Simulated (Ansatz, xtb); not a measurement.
# Relative energy of two structures of ClFHSi2

Structure I: a doublet given by its coordinates. Structure II: a doublet given by its coordinates. Both are isolated molecules in the gas phase, relaxed with B3LYP-D3(BJ)/6-311G**.

I (Å):

```xyz
5

Cl    1.0101    1.5358   -0.8195
F    -1.6591    0.4272   -0.4173
Si   -0.2758   -0.0580   -1.0934
Si   -0.0002   -2.1062   -2.0884
H     1.4149   -1.5787   -2.3286
```

Close contacts (Å): Cl1–Si3 2.07, F2–Si3 1.61, Si3–Si4 2.29, Si4–H5 1.53.

II (Å):

| atom | x (Å) | y (Å) | z (Å) |
| --- | --- | --- | --- |
| Cl | 1.9128 | 0.4983 | -0.4166 |
| F | -1.9027 | 0.8666 | -0.9659 |
| Si | -1.6769 | -0.5787 | -1.7061 |
| Si | 0.6996 | -0.6383 | -1.6686 |
| H | 1.4462 | -1.8980 | -1.9495 |

Close contacts (Å): Cl1–Si4 2.08, F2–Si3 1.64, Si3–Si4 2.38, Si4–H5 1.49.

Task: Which of the two would you expect CCSD(T)/def2-SVP electronic energies to favour?

Result: Structure I; the calculation gives E(II) − E(I) = +18.2 kJ/mol.

The same difference at several levels:

```json
{"level": "B3LYP-D3(BJ)/6-311G**", "geometry": "B3LYP-D3(BJ)/6-311G**", "E(II) − E(I) (kJ/mol)": "+7.5", "departure from the last row (kJ/mol)": "−10.7", "job, with rough time for the two": "optimisation, 2 min"}
{"level": "HF/def2-SVP", "geometry": "B3LYP-D3(BJ)/6-311G**", "E(II) − E(I) (kJ/mol)": "−3.7", "departure from the last row (kJ/mol)": "−21.9", "job, with rough time for the two": "part of the CCSD(T) run"}
{"level": "MP2/def2-SVP", "geometry": "B3LYP-D3(BJ)/6-311G**", "E(II) − E(I) (kJ/mol)": "+34.3", "departure from the last row (kJ/mol)": "+16.1", "job, with rough time for the two": "part of the CCSD(T) run"}
{"level": "CCSD(T)/def2-SVP", "geometry": "B3LYP-D3(BJ)/6-311G**", "E(II) − E(I) (kJ/mol)": "+18.2", "departure from the last row (kJ/mol)": "", "job, with rough time for the two": "single point, 11 s"}
```

HF/def2-SVP puts the two in the other order. The largest departure from CCSD(T)/def2-SVP is that of HF/def2-SVP, 21.9 kJ/mol. Levels run at GFN2-xTB geometries aren't shown.

With harmonic frequencies from B3LYP-D3(BJ)/6-311G** (ideal gas, rigid rotor, one conformer each, 298.15 K, 1 atm): the zero-point term adds +0.8 kJ/mol; ΔH is +19.3 and ΔG +17.7 kJ/mol.

Open shells are spin-unrestricted, with notable spin contamination under HF/def2-SVP, MP2/def2-SVP, CCSD(T)/def2-SVP. The correlated steps freeze 16 core orbitals. Mirror images aren't counted in ΔG. Codes used: Ansatz 0.2.0; the last row on 2 threads of Intel(R) Xeon(R) Platinum 8259CL CPU @ 2.50GHz (Skylake/Cascade Lake) on a shared host.
